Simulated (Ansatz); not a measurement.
Gas-phase electronic energies from Ansatz, PBE0-D4/def2-TZVP geometries. CCSD(T)/CBS adds triple-zeta CCSD(T) − MP2 to the extrapolated MP2 energy (def2 sets, frozen cores). This one scheme is used for every species. DFT in def2-TZVPP. Each species was taken in one conformer, which may not be the lowest.

Consider the ligand exchange at a B–O bond: `OB(Cl)Cl` + CH₃OH → `COB(Cl)Cl` + H₂O.

`OB(Cl)Cl`:

Cartesian coordinates in Å:
```
O -0.130 -1.043 -0.302
B 0.195 0.236 -0.063
Cl 1.571 0.923 -0.887
Cl -0.736 1.224 1.060
H -0.900 -1.340 0.193
```

CH₃OH:

Cartesian coordinates in Å:
```
C 0.231 -0.263 -0.066
O -0.349 0.806 0.646
H 1.085 -0.609 0.517
H 0.595 0.042 -1.055
H -0.460 -1.106 -0.191
H -1.103 1.129 0.150
```

`COB(Cl)Cl`:

```xyz
8

C     0.463   -0.933    0.503
O    -0.466   -0.353   -0.396
B    -0.610    0.947   -0.640
Cl   -1.841    1.439   -1.786
Cl    0.375    2.189    0.131
H     0.945   -1.766   -0.008
H     1.214   -0.211    0.826
H    -0.080   -1.310    1.371
```

H₂O:

Cartesian coordinates in Å:
```
O -0.075 0.236 0.300
H -0.700 -0.111 -0.340
H 0.775 -0.125 0.039
```

| level | ΔE (kcal/mol) |
| --- | --- |
| PBE0-D4 | -1.2 |
| HF/def2-SVP | 1.2 |
| MP2/def2-TZVPP | -2.2 |
| MP2/CBS(def2) | -2.8 |

Task: What does CCSD(T)/CBS give? (Estimate.)

Result: The calculation gave: -2.3 kcal/mol. The listed levels differ from it by 1.1, 3.5, 0.1, -0.5 kcal/mol.

Largest T1 diagnostic among the species: 0.012.

In def2-TZVPP, CCSD(T) changes the Hartree–Fock value by −2.0 kcal/mol (the triples alone add −0.4 kcal/mol) and MP2 by −2.4 kcal/mol. Leaving LDA and LC-ωPBE aside and taking each functional with its dispersion term where it has one, the values, not all of them listed here, spread over 0.9 kcal/mol, from BLYP-D4 to B97M-V. LDA lies −1.4 kcal/mol from PBE without D4. At CCSD(T), def2-SVP lies +2.2 kcal/mol from the extrapolated value and def2-TZVPP +0.6 kcal/mol.
